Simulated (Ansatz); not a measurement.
`[NH2][GaH][SiH2]O` and `O[SiH2][GaH][SiH3]` differ in one atom or group.

Ansatz, PBE0-D4/def2-TZVP geometries, multiplicity 1. Each molecule was computed in one conformer, which needn't be the lowest.

Scalar relativity is left out up to krypton.

| property | `[NH2][GaH][SiH2]O` |
| --- | --- |
| HOMO energy (PBE/def2-TZVPP) / eV | -6.10 |
| LUMO energy (PBE/def2-TZVPP) / eV | -1.93 |
| HOMO energy (ωB97M-V/def2-TZVPP) / eV | -9.48 |
| HOMO–LUMO gap (PBE/def2-TZVPP) / eV | 4.16 |
| LUMO energy (PBE0/def2-TZVPP) / eV | -1.17 |
| LUMO energy (ωB97M-V/def2-TZVPP) / eV | 0.55 |

**Question.** Give the same properties after the change, and the shifts. (An estimate is asked.)

**Answer.** The calculation gave: 
| property | `O[SiH2][GaH][SiH3]` | shift |
| --- | --- | --- |
| HOMO energy (PBE/def2-TZVPP) / eV | -6.01 | 0.09 |
| LUMO energy (PBE/def2-TZVPP) / eV | -3.21 | -1.28 |
| HOMO energy (ωB97M-V/def2-TZVPP) / eV | -9.00 | 0.48 |
| HOMO–LUMO gap (PBE/def2-TZVPP) / eV | 2.80 | -1.36 |
| LUMO energy (PBE0/def2-TZVPP) / eV | -2.45 | -1.28 |
| LUMO energy (ωB97M-V/def2-TZVPP) / eV | -0.72 | -1.27 |

With PBE0 the HOMO rises by 0.34 eV and the LUMO falls by 1.28 eV, so the gap narrows by about 1.62 eV. PBE moves the HOMO by 0.09 eV and ωB97M-V by 0.48 eV.
